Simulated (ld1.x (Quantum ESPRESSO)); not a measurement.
**Configuration tests for Bi (Z = 83) (TM)**

Bi, norm-conserving Troullier–Martins (Kleinman–Bylander form), made with ld1.x (Quantum ESPRESSO) 7.5 (LDA (PZ), fully relativistic). Core [Xe] 4f14, reference 5d10 6s1.75 6p3.25. Waves: 6s (bound): rc 2.00 bohr; 6p (bound): rc 1.68 bohr; 5d (bound): rc 1.30 bohr. Local part: the d channel. Core correction: Bessel-smoothed model core inside 1.00 bohr.

Open shells are filled in proportion to 2j + 1 (rel_dist='average').

Energies are relative to the spin-unpolarised reference configuration 5d10 6s1.75 6p3.25; without spin polarisation the order of configurations can differ from experiment. Not all tests gave a result: 2 of 7 tests not solved or not reliable. Left out of the table: 5d10 6s2 6p3.3 (solver errors, printed error -4.3 eV); 5d9 6s2 6p4 (solver errors, printed error -1747 eV). The d channel is local and has no spin–orbit splitting in the pseudo-atom.

(1) Give the all-electron excitation energy and the error of the potential for: 5d10 6s2 6p3; 5d10 6s2 6p2; 5d10 6s2 6p1; 5d10 6s2 6p2.5; 5d10 6s1 6p4.

Note: ghost states, extra bound levels that the all-electron valence spectrum of the same l lacks: s at -93.5 eV, p3/2 at -18.7 eV, p1/2 at -8.1 eV. A true bound ghost makes a file unfit for plane-wave use. The potential misses its own reference levels by up to 1.9 eV, so it is not fit for use.

Results:

(1)

| valence configuration | charge | ΔE all-electron (eV) | error AE − PS (meV) |
| --- | --- | --- | --- |
| 5d10 6s2 6p3 | 0 | -2.451 | -2.2 |
| 5d10 6s2 6p2 | +1 | 5.854 | -12 |
| 5d10 6s2 6p1 | +2 | 21.599 | -34 |
| 5d10 6s2 6p2.5 | +0.5 | 0.830 | -2.3 |
| 5d10 6s1 6p4 | 0 | 7.491 | -15 |

These tests converged, but a pseudo level misses the all-electron one widely, so the file describes the atom poorly there or has found another state: 5d10 6s2 6p3: 5d by 2.1 eV.
